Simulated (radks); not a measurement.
Mg4+, 8 electrons, occupied as [He] 2s2 2p4.

All-electron calculation, Dirac Kohn-Sham, PBE, spin-unpolarised, spherical densities, finite nucleus; open shells are shared between the two j in proportion to 2j + 1; Fermi nuclear charge, rms radius 3.057 fm. Program: a radial shooting solver on a logarithmic mesh with Libxc functionals.

Energy parts (eV):
| part | energy |
|---|---|
| total | -5233.452 |
| kinetic | 5244.217 |
| electron-nucleus | -11885.348 |
| Hartree | 1787.241 |
| exchange-correlation | -379.563 |

Orbitals (lengths in bohr, moments of r in powers of bohr; r(max) is where P^2 peaks):
[
 {"orbital": "1s1/2", "occ.": "2", "eigenvalue (eV)": "-1359.055", "r(max)": "0.08505", "<r^4>": "0.001364"},
 {"orbital": "2s1/2", "occ.": "2", "eigenvalue (eV)": "-160.7410", "r(max)": "0.5276", "<r^4>": "0.4491"},
 {"orbital": "2p1/2", "occ.": "1.33333", "eigenvalue (eV)": "-129.0675", "r(max)": "0.4492", "<r^4>": "0.4393"},
 {"orbital": "2p3/2", "occ.": "2.66667", "eigenvalue (eV)": "-128.7085", "r(max)": "0.4505", "<r^4>": "0.4433"}
]

The highest occupied level is 2p3/2 at -128.71 eV. For comparison, the ionisation energy in NIST's Atomic Spectra Database is 141.33 eV (semi-empirical). In exact Kohn-Sham theory the highest level is minus the ionisation energy, but local and semilocal functionals leave it too shallow, through self-interaction and a potential that decays too fast; potentials with the right tail come closer. The electron density at the nucleus is 1170 e/bohr^3. The density falls to 0.001 e/bohr^3 at r = 1.90 bohr.

Beside tabulated values, note that spin-unpolarised runs miss the spin-polarisation part of the exchange energy of open shells.
